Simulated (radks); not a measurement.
The numbers below are computed, except where a source is named.
The table gives one normalised radial function P(r) = r R(r) (large component) of La3+ in [Xe] (r in bohr). Level of theory: Dirac Kohn-Sham, Slater X-alpha with alpha = 0.641, spin-unpolarised, spherical densities, finite nucleus; Fermi nuclear charge, rms radius 4.855 fm (a radial shooting solver on a logarithmic mesh with Libxc functionals).

r,P
0.002674,0.0001
0.003088,0.0001
0.003538,0.0001
0.004086,0.0002
0.004681,0.0003
0.005407,0.0004
0.006194,0.0007
0.007097,0.0010
0.008196,0.0015
0.00939,0.0022
0.01084,0.0032
0.01242,0.0047
0.01435,0.0069
0.01644,0.0100
0.01883,0.0143
0.02175,0.0208
0.02492,0.0294
0.02878,0.0421
0.03297,0.0585
0.03808,0.0820
0.04362,0.1114
0.04998,0.1492
0.05772,0.2000
0.06613,0.2589
0.07637,0.3329
0.0875,0.4120
0.101,0.5014
0.1158,0.5841
0.1326,0.6551
0.1532,0.7035
0.1755,0.7084
0.2027,0.6540
0.2322,0.5345
0.2682,0.3309
0.3072,0.0722
0.352,-0.2322
0.4065,-0.5706
0.4657,-0.8650
0.5379,-1.1060
0.6162,-1.2353
0.7117,-1.2536
0.8153,-1.1668
0.9341,-1.0038
1.079,-0.7862
1.236,-0.5749
1.427,-0.3766
1.635,-0.2301
1.889,-0.1226
2.164,-0.0604
2.479,-0.0263
2.863,-0.0093
3.28,-0.0030
3.788,-0.0007
4.34,-0.0002
5.012,0.0000
5.742,0.0000

Which n and l does it have? It may be an empty orbital.

Answer. n = 4, l = 2: the number of nodes gives n - l - 1 = 1, the rise at small r points to l (this Dirac orbital starts outside the nucleus as r^gamma with gamma = sqrt((l + 1)^2 - (Z/c)^2) = 2.97; the j = 5/2 orbital of l + 1 starts with the same power, but with a smaller coefficient, and then steepens), and the extent must fit the shell. The curve is that of 4d5/2; the two j differ most near the nucleus, where j = l - 1/2 has the larger amplitude, and in heavy atoms j = l - 1/2 is also the more compact. 4d5/2: eigenvalue -122.90 eV, 1 radial node at r = 0.318 bohr, <r> = 0.774 bohr, 90 % of the charge inside 1.16 bohr.
